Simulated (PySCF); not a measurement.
Electronic structure of In³⁺ (indium, charge +3) at the TPSS level

Configuration: [Kr] 4d10, closed-shell 1S. Calculation: PySCF 2.14, in cc-pVTZ-PP with ECP28MDF (5s4p3d1f, 39 functions); scalar relativity through the core potential.

```
Total energy                : -188.1003 hartree
One-electron energy         : -312.6072 hartree
Hartree (Coulomb) energy    : 140.4045 hartree
Exchange-correlation energy : -15.8976 hartree
⟨S²⟩                        : 0.0000
⟨L²⟩                        : 0.000
Sum of ⟨r⟩                  : 18.97 bohr
Sum of ⟨r²⟩                 : 23.18 bohr²
Time after the integrals    : 0.63 s of wall time on 1 thread of Neoverse-V1 (shared host)
```

```csv
shell,electrons,mean orbital energy (eV),"rms radius, mean of both spins (bohr)"
4s,2,-151.93,0.909
4p,6,-109.28,0.991
4d,10,-47.580,1.25
```

Energies and moments cover only the electrons outside the core potential.
